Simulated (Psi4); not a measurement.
AgF, quintet, at a GFN2-xTB geometry of the parent state (such geometries of metal compounds can be far from the true shape) (another spin typed on purpose, not shown lowest) (core potentials on Ag); HF/def2-SVP run with Psi4.

Psi4 was given this input:
```
memory 2 GB

molecule {
0 5
Ag   -0.00000000   -0.00000000   -0.31678464
F     0.00000000    0.00000000    1.65431980
}

set {
  basis def2-svp
  reference uhf
}

energy('scf')
print_variables()
```

Output, abridged:

```
   => Loading Basis Set <=

    Name: DEF2-SVP
    Role: ORBITAL
    Keyword: BASIS

    !!!  WARNING: ECP capability is in beta. Please check occupations closely.  !!!

         ---------------------------------------------------------
                                   SCF
               by Justin Turney, Rob Parrish, Andy Simmonett
                          and Daniel G. A. Smith
                              UHF Reference
         ---------------------------------------------------------

  ==> Geometry <==

    Molecular point group: c2v
    Full point group: C_inf_v

    Geometry (in Angstrom), charge = 0, multiplicity = 5:

       Center              X                  Y                   Z               Mass
    ------------   -----------------  -----------------  -----------------  -----------------
         AG           0.000000000000     0.000000000000    -0.297432862349   106.905091600000
         F            0.000000000000     0.000000000000     1.673671577651    18.998403162730

  Running in c2v symmetry.

  Rotational constants: A = ************  B =      0.26897  C =      0.26897 [cm^-1]
  Rotational constants: A = ************  B =   8063.43747  C =   8063.43747 [MHz]
  Nuclear repulsion =   45.907919026639711

  Charge       = 0
  Multiplicity = 5
  Electrons    = 28
  Nalpha       = 16
  Nbeta        = 12

  ==> Algorithm <==

  SCF Algorithm Type is DF.
  DIIS enabled.
  MOM disabled.
  Fractional occupation disabled.
  Guess Type is SAD.
  Energy threshold   = 1.00e-06
  Density threshold  = 1.00e-06
  Integral threshold = 1.00e-12

  ==> Primary Basis <==

  Basis Set: DEF2-SVP
    Blend: DEF2-SVP
    Number of shells: 17
    Number of basis functions: 45
    Number of Cartesian functions: 51
    Spherical Harmonics?: true
    Max angular momentum: 3

  Core potential: DEF2-SVP
    Number of shells: 4
    Number of ECP primitives: 14
    Number of ECP core electrons: 28
    Max angular momentum: 3

   => Loading Basis Set <=

    Name: (DEF2-SVP AUX)
    Role: JKFIT
    Keyword: DF_BASIS_SCF

  ==> Integral Setup <==

  SCF_SUBTYPE=INCORE selected. In-core MEM_DF algorithm will be used.
  Using in-core AOs.

  ==> MemDFJK: Density-Fitted J/K Matrices <==

    J tasked:                   Yes
    K tasked:                   Yes
    wK tasked:                   No
    Algorithm:                 Core
    Schwarz Cutoff:           1E-12
    Mask sparsity (%):       0.0988
    Fitting Condition:        1E-10

   => Auxiliary Basis Set <=

  Basis Set: (DEF2-SVP AUX)
    Blend: DEF2-UNIVERSAL-JKFIT
    Number of shells: 74
    Number of basis functions: 332
    Number of Cartesian functions: 477
    Spherical Harmonics?: true
    Max angular momentum: 6

  Minimum eigenvalue in the overlap matrix is 2.8119596461E-02.
  Reciprocal condition number of the overlap matrix is 9.1374093353E-03.
    Using symmetric orthogonalization.

  ==> Pre-Iterations <==

  SCF Guess: Superposition of Atomic Densities via on-the-fly atomic UHF (no occupation information).

   -------------------------
    Irrep   Nso     Nmo
   -------------------------
     A1        21      21
     A2         4       4
     B1        10      10
     B2        10      10
   -------------------------
    Total      45      45
   -------------------------

  ==> Iterations <==

                           Total Energy        Delta E     RMS |[F,P]|

   @DF-UHF iter SAD:  -244.58012474847166   -2.44580e+02   0.00000e+00
   @DF-UHF iter   1:  -244.64957198322850   -6.94472e-02   2.97327e-02 DIIS/ADIIS
   @DF-UHF iter   2:  -244.55159850668923    9.79735e-02   3.98390e-02 DIIS/ADIIS
   @DF-UHF iter   3:  -244.97121291069848   -4.19614e-01   4.77787e-03 DIIS/ADIIS
   @DF-UHF iter   4:  -244.98071073407502   -9.49782e-03   1.80547e-03 DIIS/ADIIS
   @DF-UHF iter   5:  -244.98406296846616   -3.35223e-03   8.12139e-04 DIIS/ADIIS
   @DF-UHF iter   6:  -244.98562898444288   -1.56602e-03   7.33680e-04 DIIS/ADIIS
   @DF-UHF iter   7:  -244.98658090982718   -9.51925e-04   7.84996e-04 DIIS/ADIIS
   @DF-UHF iter   8:  -244.98608325329798    4.97657e-04   6.84699e-04 DIIS/ADIIS
   @DF-UHF iter   9:  -244.98671630781186   -6.33055e-04   4.60197e-04 DIIS/ADIIS
   @DF-UHF iter  10:  -244.98782795015359   -1.11164e-03   3.54232e-04 DIIS/ADIIS
   @DF-UHF iter  11:  -244.98801736877789   -1.89419e-04   1.83621e-04 DIIS/ADIIS
   @DF-UHF iter  12:  -244.98807460826572   -5.72395e-05   7.67460e-05 DIIS
   @DF-UHF iter  13:  -244.98807943761921   -4.82935e-06   2.47229e-05 DIIS
   @DF-UHF iter  14:  -244.98808026361777   -8.25999e-07   1.73611e-05 DIIS
   @DF-UHF iter  15:  -244.98808060892014   -3.45302e-07   6.85902e-06 DIIS
   @DF-UHF iter  16:  -244.98808062611630   -1.71962e-08   9.17220e-07 DIIS
  Energy and wave function converged.

  ==> Post-Iterations <==

   @Spin Contamination Metric:   3.887089065E-02
   @S^2 Expected:                6.000000000E+00
   @S^2 Observed:                6.038870891E+00
   @S   Expected:                2.000000000E+00
   @S   Observed:                2.000000000E+00

    Orbital Energies [Eh]
    ---------------------

    Alpha Occupied:

[...]
       4B1    -0.180003

    Alpha Virtual:

[...]
    Beta Occupied:

[...]
    Beta Virtual:

[...]
    Final Occupation by Irrep:
             A1    A2    B1    B2
    DOCC [     6,    1,    3,    2 ]
    SOCC [     2,    0,    1,    1 ]
    NA   [     8,    1,    4,    3 ]
    NB   [     6,    1,    3,    2 ]

  @DF-UHF Final Energy:  -244.98808062611630

   => Energetics <=

    Nuclear Repulsion Energy =             45.9079190266397106
    One-Electron Energy =                -486.1204163219085217
    Two-Electron Energy =                 195.2244166691525038
    Total Energy =                       -244.9880806261163002

  UHF NO Occupations:
  HONO-2 :    3 B2 1.0000000
  HONO-1 :    4 B1 1.0000000
  HONO-0 :    8 A1 1.0000000
  LUNO+0 :    4 B2 0.0090734
  LUNO+1 :    9 A1 0.0089972
  LUNO+2 :   10 A1 0.0004224
  LUNO+3 :    5 B1 0.0003368

Computation Completed

Properties will be evaluated at   0.000000,   0.000000,   0.000000 [a0]

Properties computed using the SCF density matrix

 Multipole Moments:

 ------------------------------------------------------------------------------------
     Multipole            Electronic (a.u.)      Nuclear  (a.u.)        Total (a.u.)
 ------------------------------------------------------------------------------------

 L = 1.  Multiply by 2.5417464519 to convert [e a0] to [Debye]
 Dipole X            :          0.0000000            0.0000000            0.0000000
 Dipole Y            :          0.0000000            0.0000000            0.0000000
 Dipole Z            :        -17.7806775           17.7857618            0.0050843
 Magnitude           :                                                    0.0050843

 ------------------------------------------------------------------------------------

  Variable Map:
  ----------------------------------------------------------------------------
[...]
  Array Variable Map:
  ----------------------------------------------------------------------------
[...]
[...]
```
